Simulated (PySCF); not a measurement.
Gas-phase reaction: WF6 + NH2 → WF4NH + F + HF

Energies from PySCF (xtb for GFN2), thermal terms from the rigid-rotor harmonic-oscillator model, ideal gas at 1 bar. † marks an energy on the PBE0/def2-TZVP geometry and frequencies; other levels use their own. MP2 and CCSD(T) freeze the core. Open shells (unrestricted): NH2 (multiplicity 2), F (multiplicity 2, electronic degeneracy 6); the rest are closed-shell singlets. GFN2 has no spin-polarisation term. Spin-orbit splitting is ignored; it lowers the true energy and changes the entropy of F. B3LYP is the form with VWN-RPA correlation. W: scalar-relativistic def2 core potential, no spin-orbit coupling. WF4NH: computed as isolated molecules; such fragments, hydroxides, amides, oligomers or adducts are transient or little studied in the gas. MP2 isn't extrapolated to the basis-set limit; its ΔH°(298 K) is 194.4 kJ in def2-SVP and 195.3 kJ in def2-TZVPP. CCSD(T) isn't extrapolated to the basis-set limit. The harmonic model lacks anharmonicity and excited electronic states, which grow with temperature; levels with a mode under 35 cm⁻¹ are left out. Soft modes under 120 cm⁻¹ make the harmonic entropy rough for WF4NH. Warning, large T1 diagnostic: WF6 (CCSD(T)/def2-SVP†).

| level | ΔE electronic, kJ | ΔH°(298 K), kJ | ΔS°(298 K), J/K | ΔG°(1400 K), kJ |
|---|---|---|---|---|
| B3LYP/def2-TZVP† | 250 | 250 | 134 | 58 |
| BLYP/def2-TZVP† | 270 | 270 | 134 | 78 |
| CCSD(T)/def2-SVP† | 206 | 207 | 134 | 14 |
| GFN2-xTB | 480 | 481 | 125 | 306 |
| M06-2X/def2-TZVP† | 213 | 213 | 134 | 21 |
| MP2/def2-SVP† | 194 | 194 | 134 | 2 |
| PBE/def2-SVP | 303 | 304 | 131 | 116 |
| PBE0/def2-TZVP | 242 | 242 | 134 | 50 |
| r2SCAN/def2-TZVP† | 288 | 288 | 134 | 96 |
| ωB97M-V/def2-TZVP† | 248 | 248 | 134 | 56 |
ΔH° is lowest at MP2/def2-SVP† and highest at GFN2-xTB. No reference value is set beside these.
